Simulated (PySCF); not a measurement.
AlF2, SMILES [F][Al+][F], charge +1. The structure is a stationary point at B3LYP-D3(BJ)/def2-TZVP. The multiplicity is an assumed one; other spin states were not compared. The isomer is the one that the SMILES or the coordinates give; other isomers of the formula were not compared.

Computed equilibrium geometry at B3LYP-D3(BJ)/def2-TZVP (PySCF confirms it by a frequency run) as Cartesian coordinates in Å, and its point group:
point group D∞h.
```xyz
3

Al     0.0000     0.0000     0.0000
F      0.0000     0.0000    -1.5918
F      0.0000     0.0000     1.5918
```
Charge +1, spin multiplicity 1.
